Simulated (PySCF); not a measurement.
**C3H4Si: g tensor and hyperfine couplings**

C3H4Si (triplet state).
Bonds: C1–C2 (triple), C2–C3, C3–Si4. Hydrogens: H5 on C1; H6, H7, H8 on Si4.

As a line formula: `C#C[C][SiH3]` [triplet].

The calculation used UKS B3LYP, pcH-1 on C H Si, non-relativistic, mean-field spin-orbit, GIAO in PySCF 2.14.0. Isolated species at its GFN2-xTB geometry, gas phase. This triplet need not be the ground state; the singlet was not compared here. A GFN2-xTB geometry isn't a minimum of the functional, and hyperfine couplings can be far from their values at a DFT geometry. The SCF solution wasn't tested for stability.

- g1, g2, g3: 2.00220, 2.00251, 2.00251
- g_iso: 2.00241
- Form of g: axial
- ⟨S²⟩: 2.0494 (exact 2.0000)
- α and β electrons: 19, 17
- HOMO–LUMO gap, α and β orbitals: 6.88, 5.94 eV

Hyperfine couplings atom by atom, in G; T1 to T3 are the principal values of the dipolar part (MHz turned into gauss with g_iso; 10 G = 1 mT):

```
atom  isotope  a_iso  of which spin–orbit     T1    T2   T3  Mulliken spin population
  C1      13C   18.5                  0.0  -17.7   8.9  8.9                      1.19
  C2      13C  -21.3                  0.0   -4.0  -4.0  7.9                     -0.48
  C3      13C   19.3                  0.0  -19.0   9.5  9.5                      1.31
 Si4     29Si   11.0                  0.0   -0.3  -0.3  0.7                     -0.06
  H5       1H  -16.5                  0.0   -4.3  -4.3  8.5                     -0.05
  H6       1H   11.1                  0.0   -0.8  -0.6  1.4                      0.03
  H7       1H   11.1                  0.0   -0.8  -0.6  1.4                      0.03
  H8       1H   11.2                  0.0   -0.8  -0.6  1.4                      0.03
```

Largest spin populations (Mulliken): C3 (+1.31), C1 (+1.19), C2 (-0.48) and Si4 (-0.06).

Axes: g1 points within 1° of the C2–C3 bond.

The 29Si coupling of Si4 (30.8 MHz) shows only in satellite lines or after enrichment, since that isotope makes up about 4.7 % of natural silicon.

The 13C coupling of C2 (-59.8 MHz) shows only in satellite lines or after enrichment, since that isotope makes up about 1.07 % of natural carbon.

Hardware: AMD EPYC, one thread, no GPU, shared host with 64 logical CPUs at a one-minute load of 58. Cost: 36 s wall (with the writing of density and orbital grids), 0.57 GiB resident at most.
